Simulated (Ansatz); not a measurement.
Cl$_{2}$Hg (SMILES [Cl][Hg][Cl]), singlet, geometry from GFN2-xTB (such geometries of metal compounds can be far from the true shape) (core potentials on Hg); Ansatz (a program for electronic structure) with WB97X-V/def2-SVPD.

Input for Ansatz:
Ansatz 0.2 input:
```yaml
crystal:
  periodic: [false, false, false]
  atoms:
    - {symbol: Hg, position_ang: [0.00000000, 0.00000000, 0.00000000]}
    - {symbol: Cl, position_ang: [0.00000000, 0.00000000, 2.30126892]}
    - {symbol: Cl, position_ang: [-0.00000000, -0.00000000, -2.30126892]}
basis:
  gaussian:
    orbitals: def2-SVPD
hamiltonian:
  xc: {name: wB97X-V}
```

**Question.** Write the output that Ansatz gives for this input, abridged.

**Answer.** 
```
Functional definition: wB97X-V
817 factors; integrals over basis functions are off by at most 5.5e-4 eV
246 factors; integrals over basis functions are off by at most 2.8e-5 eV
mean field evaluation 1: about -29209.5113 eV, gradient 2.6e1 eV
mean field evaluation 2: about -29210.2478 eV, gradient 2.2e1 eV
mean field evaluation 4: about -29211.3752 eV, gradient 3.6e-1 eV
mean field evaluation 8: about -29211.4634 eV, gradient 1.1e-2 eV
mean field -29211.46340573 eV, -1073.5014799194 hartree, gradient 2.6e-5 eV, S^2 0.000000; 0 other end points of the search recorded, 0 dependent functions left out
reference -29211.46340374 eV, -1073.5014798462 hartree; 27, 27 occupied and 62, 62 virtual orbitals, 817 factors
Total energy: -29211.46340374 eV, -1073.5014798462 hartree
```
